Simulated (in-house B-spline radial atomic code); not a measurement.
**P VIII (P7+): [He] 2s2 2p4**

Computed with an all-electron radial atomic-structure program (B-spline basis): Dirac-Kohn-Sham B97-1, spherical fractional occupations, Fermi nucleus of rms radius 3.1889 fm.

Z_r = [3n² - l(l+1)]/(2<r>); Z_e = n√(-2ε); the last column is Slater's effective charge. Values are occupation-weighted means over j.

```
shell  electrons   ε (eV)  <r> (bohr)    Z_r    Z_e  Slater
   1s          2  -2304.1      0.1033  14.52  13.01   14.70
   2s          2  -343.03      0.4879  12.30  10.04   11.55
   2p          4  -293.67      0.4423  11.30   9.29   11.55
```

The least bound orbital is 2p3/2 at -293.3 eV, while the most diffuse is 2s1/2 (<r> = 0.4879 bohr against 0.4429 bohr): energy order and size order differ.

Spin-orbit splittings of the orbital energies (j = l + 1/2 above j = l - 1/2 when positive): 2p 1.091 eV.

For the 1s electron the small component carries 0.284 % of the norm, the zero-frequency Breit interaction raises the level by 1.367 eV, self-energy by 0.6128 eV, and vacuum polarisation lowers it by 0.03929 eV.

The density falls to 0.001 bohr⁻³ at 1.471 bohr; Σ<r²> = 1.5536 bohr² gives, by the non-relativistic formula and without the paramagnetism of open shells, a Langevin diamagnetic susceptibility of -1.23×10⁻⁶ cm³/mol.

Caution: exact exchange at fractional occupations of open shells leaves self-interaction of up to several eV.
